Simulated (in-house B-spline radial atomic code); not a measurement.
Configurations of Se, with energies counted from [Ar] 3d10 4s2 4p4. Level of theory: non-relativistic PBE0, spin-polarised, spherical fractional occupations, exact exchange averaged over the configuration, point nucleus; calculated with an all-electron radial atomic-structure program (B-spline basis). Shells without spins written out take the highest spin.

Occupations are held fixed; configurations that lie above the ionisation limit could autoionise.

```json
{"configuration": "[Ar] 3d10 4s2 4p3 5f1", "E - E(ref) (eV)": "8.9011", "highest orbital": "5f up", "its <r> (bohr)": "28.71"}
{"configuration": "[Ar] 3d10 4s1 4p5", "E - E(ref) (eV)": "10.449", "highest orbital": "4p down", "its <r> (bohr)": "2.34"}
{"configuration": "[Ar] 3d10 4s1 4p4 5s1", "E - E(ref) (eV)": "16.486", "highest orbital": "5s up", "its <r> (bohr)": "5.755"}
{"configuration": "[Ar] 3d10 4s1 4p4 4f1", "E - E(ref) (eV)": "19.364", "highest orbital": "4f up", "its <r> (bohr)": "16.8"}
{"configuration": "[Ar] 3d10 4s1 4p4 5f1", "E - E(ref) (eV)": "19.671", "highest orbital": "5f up", "its <r> (bohr)": "28.69"}
{"configuration": "[Ar] 3d9 4s2 4p4 5f1", "E - E(ref) (eV)": "64.192", "highest orbital": "5f up", "its <r> (bohr)": "28.78"}
```

Order these further configurations by energy, lowest first.
A. [Ar] 3d10 4s1 4p4 5p1
B. [Ar] 3d10 4s2 4p3 5d1
C. [Ar] 3d10 4s1 4p4 4d1
D. [Ar] 3d10 4s1 4p4 5d1
E. [Ar] 3d10 4s2 4p3 5s1

E (5.7912 eV), B (8.2735 eV), A (17.769 eV), C (18.206 eV), D (19.021 eV).

How far above the reference does [Ar] 3d9 4s2 4p4 4d1 lie?

62.757 eV; its least bound orbital is 4d up with <r> = 6.96 bohr.
